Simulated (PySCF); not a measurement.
**Structure elucidation problem**

An unknown has the formula C$_{8}$H$_{10}$Si. Its calculated NMR data are:

1H NMR (400 MHz, computed): δ 6.94 (d, 1H), 6.42 (d, 1H), 6.29 (m, 1H), 4.76 (m, 1H), 2.11 (s, 3H), 0.30 (d, 3H).

13C{1H} NMR (computed): δ 159.9 (CH), 149.7 (C), 141.2 (CH), 136.7 (CH), 97.7 (C), 85.5 (C), 5.7 (CH3), -6.1 (CH3).

In vacuum, equivalent nuclei averaged, a single conformation, relativity neglected. NMR shieldings at PBE0/pcSseg-1/GIAO; geometry: PBE0-D3(BJ)/def2-SVP; PySCF 2.14.

Shifts are taken against calculated references (same method and geometry level): 1H (31.27 ppm), 13C (184.41 ppm) against TMS.

Task: Which of these isomers gave the spectra?
A. CC#CC#C/C=C\C[SiH3]
B. [SiH3]Cc1ccc2c(c1)C2
C. C=CC1=C[SiH2]C=C1C=C
D. CC#CC1=C[Si@@H](C)C=C1

Result: D. 

- Rings plus π bonds: 5 (1 ring in the answer).
- 8 carbon signals for 8 carbons: no two carbons are equivalent.
- Carbon types of the structure: 3 × C, 3 × CH, 2 × CH3, leaving 1 H on heteroatoms.
- δC 159.9, 141.2, 136.7: alkene CH; an sp2 carbon of a C=C bond.
- δC 149.7: fully substituted alkene carbon; an sp2 carbon of a C=C bond.
- δC 97.7, 85.5: alkyne carbon; the triple bond shields along its axis, which puts it between sp3 and sp2 carbons.
- δC -6.1: methyl carbon bonded to Si; an electropositive neighbour leaves it electron-rich and shielded.
- δH 6.94, 6.42, 6.29: hydrogen on an alkene CH; attached to an sp2 carbon and in the plane of the double bond.

The others: [SiH3]Cc1ccc2c(c1)C2 has carbons computed at 146.4, 133.8, 132.5, 128.0, 119.9, 118.8, 21.9, 20.1, with a different DEPT pattern; CC#CC#C/C=C\C[SiH3] would give 5 signals for carbon-bound and other non-exchanging H, not 6; C=CC1=C[SiH2]C=C1C=C would give 4 carbon signals, not 8.

Shifts are as computed. Against solution values, carbons near 30 ppm lie about +2 ppm off and those near 130 ppm about +5 ppm. Of 1309 compounds with measured shifts, 239 miss one by over three times the rms of a fit or turn the order of signals round; such compounds aren't used in these exercises. Multiplicities follow the n + 1 count of equivalent neighbours, as no J values were calculated; m marks all less simple cases, F and P coupling included.
